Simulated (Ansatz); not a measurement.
```xyz
4

N    -0.0054   -0.0382    0.1233
H     0.9568    0.0336   -0.2979
H    -0.4775    0.8326   -0.2138
H    -0.4656   -0.8483   -0.2409
```

Basis set: STO-3G (spherical functions). Left uncorrelated: 1 orbital. Charge 0, multiplicity 1.

Computed with Ansatz (development build ahead of 0.2.0); each method stands on the lowest determinant of its kind that the runs found. Restricted open shells among the atoms or ions are ROHF, correlated in semicanonical orbitals with singles.

The atomization energy at this shape (free ground-state atoms in the same class of orbitals less the molecule, no zero-point energy) of singlet NH3:

```tsv
method	atomization energy
RHF	9.06 eV
```

Q: What does RHF-MP2 give?

A: 10.39 eV.

This basis has no polarisation functions and is too small for such energies, which can lie far from measured ones in either direction.
